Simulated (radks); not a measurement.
The numbers below are computed, except where a source is named.
All-electron atom: Pm IV in [Xe] 4f4. Code: a radial shooting solver on a logarithmic mesh with Libxc functionals. Model: Dirac Kohn-Sham, PBE, spin-unpolarised, spherical densities, finite nucleus; open shells fill j = l - 1/2 first; Fermi nuclear charge, rms radius 4.962 fm. Some entries of the table are withheld. Estimate them.

orbital  occ.  eigenvalue (hartree)  <r^2> (bohr^2)  r(max) (bohr)
1s1/2       2             -1653.892       0.0007317        0.01479
2s1/2       2             -269.7315         0.01150        0.08396
2p1/2       2             -255.4970             (1)        0.06371
2p3/2       4             -234.9108             (2)        0.06924
3s1/2       2             -59.72808         0.07746         0.2388
3p1/2       2                   (3)             (4)         0.2258
3p3/2       4                   (5)             (6)         0.2376
3d3/2       4             -38.87144         0.06449         0.1899
3d5/2       6             -37.97473         0.06654         0.1932
4s1/2       2             -12.78745          0.3957         0.5521
4p1/2       2             -10.46231          0.4192         0.5586
4p3/2       4              -9.55499          0.4589         0.5838
4d3/2       4              -5.72746             (7)            (8)
4d5/2       6              -5.56541             (9)           (10)
5s1/2       2              -2.54074           2.219          1.276
5p1/2       2              -1.89371            (11)          1.387
5p3/2       4              -1.75980            (12)          1.455
4f5/2       4              -1.16862           1.122         0.6245
4f7/2       0              -1.14921           1.147         0.6292

Answer. 
(1) 2p1/2 <r^2> (bohr^2): 0.008391
(2) 2p3/2 <r^2> (bohr^2): 0.009638
(3) 3p1/2 eigenvalue (hartree): -53.62336
(4) 3p1/2 <r^2> (bohr^2): 0.07256
(5) 3p3/2 eigenvalue (hartree): -49.48447
(6) 3p3/2 <r^2> (bohr^2): 0.07984
(7) 4d3/2 <r^2> (bohr^2): 0.5353
(8) 4d3/2 r(max) (bohr): 0.5970
(9) 4d5/2 <r^2> (bohr^2): 0.5510
(10) 4d5/2 r(max) (bohr): 0.6052
(11) 5p1/2 <r^2> (bohr^2): 2.747
(12) 5p3/2 <r^2> (bohr^2): 3.026
